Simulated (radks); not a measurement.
Values are calculated unless marked as measured or tabulated.
Task: Cs39+, 16 electrons, occupied as [Ne] 3s2 3p4. Code: a radial shooting solver on a logarithmic mesh with Libxc functionals. Model: Dirac Kohn-Sham, LDA (Slater exchange, Perdew-Wang correlation), spin-unpolarised, spherical densities, point nucleus; open shells fill j = l - 1/2 first. Some entries of the table are withheld. Estimate them.

orbital,occ.,eigenvalue (hartree),<r> (bohr),<1/r> (bohr^-1)
1s1/2,2,-1398.178,0.02612,59.36
2s1/2,2,-287.7960,(1),14.08
2p1/2,2,-276.6383,0.09287,14.03
2p3/2,4,-263.4117,0.09854,12.86
3s1/2,2,-110.8533,0.2708,5.620
3p1/2,2,-106.7792,(2),5.558
3p3/2,2,-103.5075,(3),5.255
3d3/2,0,(4),0.2309,(5)
3d5/2,0,(6),0.2336,(7)
4s1/2,0,-57.77953,0.5100,(8)
4p1/2,0,-56.05552,0.5011,2.923
4p3/2,0,-54.80690,0.5129,2.806
4f5/2,0,(9),0.4304,2.631
4f7/2,0,(10),0.4320,2.619

Result: 
(1) 2s1/2 <r> (bohr): 0.1104
(2) 3p1/2 <r> (bohr): 0.2571
(3) 3p3/2 <r> (bohr): 0.2658
(4) 3d3/2 eigenvalue (hartree): -97.55392
(5) 3d3/2 <1/r> (bohr^-1): 5.128
(6) 3d5/2 eigenvalue (hartree): -96.77773
(7) 3d5/2 <1/r> (bohr^-1): 5.051
(8) 4s1/2 <1/r> (bohr^-1): 2.956
(9) 4f5/2 eigenvalue (hartree): -50.16180
(10) 4f7/2 eigenvalue (hartree): -50.04881
